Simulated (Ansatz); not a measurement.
CH$_{8}$BNSi, SMILES `CB[SiH2]N`, 12 atoms. The species carries charge 0 and has multiplicity 1. All runs use 2 threads of an Arm Neoverse V2 on a shared host. Correlated methods freeze the cores.

Question: Give the basis size and wall time and peak host memory of each of these runs in Ansatz. RKS PBE0-D4/def2-SVP energy; RKS ωB97M-V/def2-SVP energy; RKS PBE0-D4/def2-QZVPP energy; RKS CAM-B3LYP-D4/def2-TZVPP energy; RHF-MP2/def2-QZVPP energy; RKS B2PLYP (frozen core)/def2-TZVPP energy; RKS PBE0-D4/def2-TZVP frequencies; RKS BLYP-D4/def2-TZVPP energy; RKS PBE-QIDH (frozen core)/def2-TZVPP energy; RHF-CCSD(T)/def2-SVP energy; RHF-CCSD(T)/def2-TZVPP energy; RKS PBE0-D4/def2-TZVP relaxation (45 steps). (An estimate is asked.)

Answer: The calculation gave: Other jobs shared the machine, so times are rough.

```tsv
level	job	functions	wall time	peak host memory (GiB)
RKS PBE0-D4/def2-SVP	energy	100	1.4 s	0.19
RKS BLYP-D4/def2-TZVPP	energy	247	2.8 s	0.28
RKS CAM-B3LYP-D4/def2-TZVPP	energy	247	4.8 s	0.57
RHF-CCSD(T)/def2-SVP	energy	100	5.5 s	0.41
RKS ωB97M-V/def2-SVP	energy	100	6.5 s	0.27
RKS B2PLYP (frozen core)/def2-TZVPP	energy	247	8 s	0.57
RKS PBE-QIDH (frozen core)/def2-TZVPP	energy	247	8.5 s	0.57
RKS PBE0-D4/def2-QZVPP	energy	481	13 s	1.3
RHF-MP2/def2-QZVPP	energy	481	28 s	2.8
RKS PBE0-D4/def2-TZVP	relaxation (45 steps)	178	2.5 min	0.4
RKS PBE0-D4/def2-TZVP	frequencies	178	3.1 min	0.39
RHF-CCSD(T)/def2-TZVPP	energy	247	9.4 min	2
```
